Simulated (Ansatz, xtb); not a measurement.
# C6H6GeO: which of two isomers lies lower

We compare I, `C#[C][Ge@@H]1[CH2]C=C[C]1=O`, a singlet, with II, `C#Cc1cc[c]([GeH3])o1`, a singlet. Both are isolated molecules in the gas phase, relaxed with B3LYP/def2-SVP; the shapes shown needn't be the lowest conformers.

I (Å):

```xyz
14

C     0.1554    0.5516    4.0828
C    -0.0009    0.1597    2.9408
C     1.0617    0.3273   -0.1082
C     0.2396    1.1771   -1.0489
C    -1.0978    1.3032   -0.9149
C    -1.7699    0.5730    0.1897
Ge   -0.2757   -0.4232    1.1488
O    -2.9560    0.5905    0.4199
H     0.2908    0.8956    5.0923
H    -0.3924   -1.9562    1.1202
H     1.6143   -0.4492   -0.6639
H     1.8207    0.9377    0.4093
H     0.7583    1.7020   -1.8610
H    -1.7085    1.9165   -1.5848
```

II (Å):

```json
{"atom": "C", "x (Å)": "-2.4759", "y (Å)": "-1.3280", "z (Å)": "3.0472"}
{"atom": "C", "x (Å)": "-1.8918", "y (Å)": "-0.7262", "z (Å)": "2.1686"}
{"atom": "C", "x (Å)": "-1.2263", "y (Å)": "-0.0245", "z (Å)": "1.1351"}
{"atom": "C", "x (Å)": "-1.6563", "y (Å)": "0.4609", "z (Å)": "-0.0807"}
{"atom": "C", "x (Å)": "-0.5242", "y (Å)": "1.0802", "z (Å)": "-0.6861"}
{"atom": "C", "x (Å)": "0.5267", "y (Å)": "0.9378", "z (Å)": "0.1910"}
{"atom": "Ge", "x (Å)": "2.3932", "y (Å)": "1.4925", "z (Å)": "0.1274"}
{"atom": "O", "x (Å)": "0.0991", "y (Å)": "0.2662", "z (Å)": "1.2983"}
{"atom": "H", "x (Å)": "-2.9905", "y (Å)": "-1.8601", "z (Å)": "3.8252"}
{"atom": "H", "x (Å)": "-2.6649", "y (Å)": "0.3761", "z (Å)": "-0.4782"}
{"atom": "H", "x (Å)": "-0.4878", "y (Å)": "1.5736", "z (Å)": "-1.6555"}
{"atom": "H", "x (Å)": "3.3146", "y (Å)": "0.2608", "z (Å)": "0.2131"}
{"atom": "H", "x (Å)": "2.6005", "y (Å)": "2.2192", "z (Å)": "-1.2137"}
{"atom": "H", "x (Å)": "2.7040", "y (Å)": "2.4413", "z (Å)": "1.3005"}
```

Quicker runs give these differences E(II) − E(I): GFN2-xTB −1.353 eV; HF/STO-3G −0.111 eV (at GFN2-xTB geometries); r2SCAN-D4/def2-SVP +0.136 eV (at GFN2-xTB geometries).

Task: Which of the two would you expect CCSD(T)/def2-SVP + ΔMP2/def2-TZVPP electronic energies to favour?

Result: Structure I; the calculation gives E(II) − E(I) = +0.446 eV.

How the difference moves with the method:

| level | geometry | E(II) − E(I) (eV) | departure from the last row (eV) | job, with rough time for the two |
| --- | --- | --- | --- | --- |
| GFN2-xTB | GFN2-xTB | −1.353 | −1.800 | optimisation, 0.17 s |
| HF/STO-3G | GFN2-xTB | −0.111 | −0.558 | single point, 0.56 s |
| r2SCAN-D4/def2-SVP | GFN2-xTB | +0.136 | −0.310 | single point, 4.7 s |
| B3LYP/def2-SVP | B3LYP/def2-SVP | +0.067 | −0.379 | optimisation, 71 s |
| HF/def2-SVP | B3LYP/def2-SVP | +0.360 | −0.086 | part of the CCSD(T) run |
| MP2/def2-SVP | B3LYP/def2-SVP | +0.053 | −0.394 | part of the CCSD(T) run |
| CCSD(T)/def2-SVP | B3LYP/def2-SVP | +0.204 | −0.242 | single point |
| CCSD(T)/def2-SVP + ΔMP2/def2-TZVPP | B3LYP/def2-SVP | +0.446 |  | single point, 2.3 min |

As drawn, II has 3 C∷C, 2 C∷O, 2 Ge–H in place of 2 C–Ge, 1 C–C, 1 C=C, 1 C=O, 2 C–H (∷ is an aromatic bond). Structure I has a 5-membered ring, II a 5-membered ring (with an aromatic ring).

GFN2-xTB, HF/STO-3G put the two in the other order. The largest departure from CCSD(T)/def2-SVP + ΔMP2/def2-TZVPP is that of GFN2-xTB, 1.800 eV. The last row adds to CCSD(T) the change of the MP2 difference between the two basis sets, here +0.242 eV, a large step that makes the value less sure.

With thermal terms from frequencies at re-optimised GFN2-xTB minima (ideal gas, soft modes damped towards free rotors, one conformer each, 298.15 K, 1 atm): the zero-point term adds −0.082 eV; ΔH is +0.355 and ΔG +0.362 eV.

The correlated steps freeze 16 core orbitals; the filled d shell of Ge is correlated, in a basis made for valence electrons. Mirror images aren't counted in ΔG. Codes used: Ansatz 0.2.0, xtb 6.7.1; the last row on 4 threads of Arm Neoverse V2 on a shared host.
